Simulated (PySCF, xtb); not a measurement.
CH₄BBrO₂, SMILES COB(O)Br.

The structure is a stationary point at B3LYP-D3(BJ)/def2-SVP. This is a generated structure with no PubChem entry under its InChIKey; it may be hypothetical. Other conformers were not sampled.

These are IEF-PCM-M06-2X/def2-SVP in PySCF values and carry that method's errors.

The values are the electrostatic part of the solvation free energy, E(continuum) − E(gas) at the gas-phase geometry, in a cavity of scaled van der Waals radii (PySCF's table); cavitation and dispersion terms are not included. In vacuum the orbital gap is 11.44 eV. The dipole moment in vacuum is 2.35 D.

```csv
solvent,ε,ΔG(elec) (kcal/mol),dipole (D),gap (eV)
water,78.36,-5.4,2.87,11.67
benzene,2.27,-2.4,2.59,11.56
diethylether,4.24,-3.7,2.71,11.61
```

For comparison, GFN2-xTB/ALPB(water) (xtb, at the GFN2-xTB geometry, all terms of that model) gives -5.5 kcal/mol.
